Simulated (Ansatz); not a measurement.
Z-matrix (Å, degrees):
```
Hf
O 1 1.914
O 1 1.914 2 109.8
O 1 1.914 2 109.8 3 120.9
Br 1 2.539 2 109.1 3 -119.5
H 2 0.952 1 159.2 3 7.0
H 3 0.952 1 159.2 2 127.8
H 4 0.952 1 159.2 2 7.0
```

Total charge 0; spin multiplicity 1. Hf: def2 effective core potential.

Task: List the PBE/def2-TZVPP orbital energies in eV (Ansatz). (Best estimate.)

Result: The calculation gave: Occupied: -13088.04, -1681.18, -1515.52, -1515.50, -1515.50, -510.20, -510.20, -510.20, -227.96, -170.04, -169.97, -169.97, -66.73, -66.70, -66.70, -66.65, -66.65, -64.09, -34.07, -34.07, -33.81, -24.24, -23.95, -23.95, -18.15, -12.69, -12.29, -12.29, -8.50, -8.50, -8.26, -7.90, -7.90, -7.68, -7.50, -6.71, -6.71. Lowest empty: -0.90, -0.66, -0.66, -0.26, 0.06, 0.06, 0.80, 0.80.
